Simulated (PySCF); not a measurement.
O2S2, SMILES O=S(=O)=S.

Coordinates come from a B3LYP-D3(BJ)/def2-SVP optimisation.

Method: PBE/def2-TZVPD in PySCF.

Symmetry labels are those of the subgroup C2v that the program uses (full group C2v).

Computed valence orbital energies around the gap with their symmetry:
| orbital | symmetry | energy (eV) |
|---|---|---|
| HOMO−7 | B1 | -12.86 |
| HOMO−6 | B2 | -12.57 |
| HOMO−5 | A1 | -12.56 |
| HOMO−4 | A1 | -9.58 |
| HOMO−3 | A2 | -9.49 |
| HOMO−2 | B2 | -9.25 |
| HOMO−1 | B1 | -8.07 |
| HOMO | B2 | -7.16 |
| LUMO | B1 | -4.29 |
| LUMO+1 | A1 | -3.70 |
| LUMO+2 | A1 | -0.55 |
| LUMO+3 | B2 | 0.02 |
